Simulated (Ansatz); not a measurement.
CH3Cl3O2W (`C[O][W](=[O])([Cl])([Cl])[Cl]`), relaxed with RKS PBE-D4/def2-SVP in Ansatz from a rough embedded geometry. The force threshold is 0.03 eV/Å; the program also tests the step.

Charge 0, multiplicity 1. W takes the def2 core potential.

Start:

```xyz
10

C    -1.780    0.285   -0.364
O    -0.804    0.493   -1.404
W     1.005   -0.060    0.232
O     1.455   -1.267   -1.230
Cl    2.826   -1.469    1.054
Cl    3.217    0.575   -0.411
Cl   -0.207    0.810    2.394
H    -1.475   -0.750    0.061
H    -1.480    1.040    0.414
H    -2.757    0.346   -0.746
```

(1) How much energy does the relaxation release, and in how many steps? (An estimate is asked.)

(2) Which bonds change most? (Estimate.)

(3) Give the relaxed structure. (Best estimate.)

## Answers

(1) The calculation gave: 822.42 kJ/mol, in 32 steps, 1 of them rejected.

(2) Ansatz gave: O2–W3 from 2.501 to 1.880 Å; W3–Cl7 from 2.627 to 2.334 Å; W3–O4 from 1.948 to 1.701 Å; W3–Cl5 from 2.445 to 2.322 Å.

(3) Ansatz gave: 
```xyz
10

C    -1.613    0.518   -0.432
O    -0.568   -0.419   -0.452
W     1.181   -0.583    0.216
O     1.570   -2.141   -0.346
Cl    3.148   -0.036    1.322
Cl    1.765    1.032   -1.360
Cl    0.179   -0.674    2.322
H    -2.480    0.114   -0.993
H    -1.910    0.720    0.623
H    -1.272    1.470   -0.900
```
